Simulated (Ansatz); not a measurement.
Species: sum formula AlNH$_{2}$Cl$_{2}$, charge 0, multiplicity 1. SMILES: [Cl][Al]([NH2])[Cl]
Structure (B3LYP-D3(BJ)/def2-TZVP (Ansatz, a first-principles code) minimum search):
```
Al
N 1 1.7500
H 2 1.0074 1 124.41
H 2 1.0074 3 111.19 1 -180.00
Cl 1 2.0896 2 120.01 3 0.00
Cl 1 2.0896 2 120.01 3 -180.00
```
Charge 0, spin multiplicity 1.

PBE beside other levels, property by property. Valence correlation only, unless marked. Open shells are spin-unrestricted. Spin-orbit coupling is left out. No relativistic terms. CBS(X,Y): correlation extrapolated as X^-3; Hartree-Fock from the larger set (for Q and 5 zeta extrapolated as (X+1)exp(-9√X)). Atomisation energies are electronic, to ground-state atoms; the column to compare with has the core term from cc-pwCVTZ added, other frozen-core levels have none. Vertical energies are electronic, to the SCF solution reached for that spin. The coupled-cluster column (Ansatz) is a level with limits of its own: (a) CCSD(T)/CBS(aug-cc-pV(T+d)Z,aug-cc-pV(Q+d)Z); (b) CCSD(T)/CBS(cc-pV(Q+d)Z,cc-pV(5+d)Z).

```
property                                        PBE/def2-TZVPD (Ansatz)  r2SCAN-D4/def2-TZVPD (Ansatz + dftd4)  B3LYP-D3(BJ)/def2-TZVPD (Ansatz + dftd3)  B2PLYP-D3(BJ)/def2-TZVPD (Ansatz + dftd3)  coupled cluster
----------------------------------------------  -----------------------  -------------------------------------  ----------------------------------------  -----------------------------------------  ---------------
vertical ionisation energy to the doublet (eV)                    10.05                                  10.16                                     10.35                                      10.46        10.64 (a)
atomisation energy (kcal/mol)                                     486.7                                  487.4                                     481.4                                      480.4        489.9 (b)
vertical triplet-singlet gap (eV)                                  5.22                                   5.43                                      5.47                                       5.66         5.81 (a)
```

As the rows show:
- vertical ionisation energy to the doublet: PBE lies 0.59 eV below coupled cluster.
- atomisation energy: PBE lies 3.2 kcal/mol below coupled cluster.
- vertical triplet-singlet gap: PBE lies 0.59 eV below coupled cluster.
